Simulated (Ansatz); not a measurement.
Isolated molecules relaxed with PBE0-D4/def2-TZVP in Ansatz; ΔE leaves out vibrations. CCSD(T)/CBS adds triple-zeta CCSD(T) − MP2 to the extrapolated MP2 energy (def2 sets, frozen cores). DFT in def2-TZVPP. HSE06 is defined as in plane-wave codes. One conformer a species, not always the lowest.

Consider the redistribution: `[F][AlH][S][SiH3]` + `BC(=C)[SiH2]C` → `B[C](=C)[AlH][F]` + `C[SiH2]S[SiH3]`.

(1) Is it downhill or uphill in electronic energy at CCSD(T)/CBS, and by how much? (Estimate.)

(2) What do these levels give: r2SCAN-D4, B97M-V, HSE06-D4, r2SCAN, LC-ωPBE, HF/def2-SVP? (An estimate is asked.)

Largest T1 diagnostic among the species: 0.012.

Answers

(1) The calculation gave: Uphill: ΔE = +49.9 kJ/mol.

(2) Computed: r2SCAN-D4 50.1, B97M-V 48.5, HSE06-D4 48.3, r2SCAN 50.0, LC-ωPBE 48.3, HF/def2-SVP 48.1 kJ/mol.

Leaving LDA and LC-ωPBE aside and taking each functional with its dispersion term where it has one, the values, not all of them listed here, spread over 3.4 kJ/mol, from BLYP-D4 to r2SCAN-D4. LDA lies +3.6 kJ/mol from PBE without D4.
